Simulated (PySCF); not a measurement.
## Two-dimensional NMR puzzle

Compound of formula C$_{5}$H$_{9}$F$_{3}$O. Correlations simulated from computed shifts and the bond graph:

HSQC (one-bond C–H):
```
  δH    δC
3.57  69.9
3.28  76.1
1.18  24.3
```

COSY cross peaks (H two or three bonds apart, from the bond graph; peaks can be absent where the dihedral angle is near 90°):
```
  δH    δH
3.28  1.18
```

HMBC (two and three bonds, from the bond graph):
```
  δH           δC
3.57  129.9, 76.1
3.28   69.9, 24.3
1.18   76.1, 24.3
```

Carbons without hydrogens: δ 129.9.

PySCF 2.14.0 with density-fitted response routines calculation with σ from GIAO-PBE0/pcSseg-1 and geometry: PBE0-D3(BJ)/def2-SVP; no relativistic terms, averaged over atoms made equivalent by symmetry, fast rotation or ring inversion, one computed conformer, no solvent.

References, each an isolated molecule treated in the same way: ¹H (σ = 31.27 ppm) and ¹³C (σ = 184.41 ppm) against TMS.

Exchangeable hydrogens are left out of these lists.

Which molecule is this?

Answers

`InChI=1S/C5H9F3O/c1-4(2)9-3-5(6,7)8/h4H,3H2,1-2H3`.

Structure with atom numbers: `[CH3:1][CH:2]([CH3:3])[O:4][CH2:5][C:6]([F:7])([F:8])[F:9]`; H(Xn) means a hydrogen on atom n.

1. δC 129.9 is C6, a CF3 carbon.
2. δC 76.1 is C2, an sp3 CH bonded to O (δH 3.28).
3. δC 69.9 is C5, an sp3 CH2 bonded to O (δH 3.57).
4. δC 24.3 is C1/C3, a methyl carbon (δH 1.18).
5. HMBC from δH 3.57 reaches the proton-free carbon C6.
6. COSY links 3.28–1.18.

The data come from this structure; uniqueness wasn't tested.

Shifts are as computed. Against solution values, carbons near 30 ppm lie about +2 ppm off and those near 130 ppm about +5 ppm. Of 1211 compounds with measured shifts, 218 miss one by over three times the rms of a fit or turn the order of signals round; such compounds aren't used in these exercises.
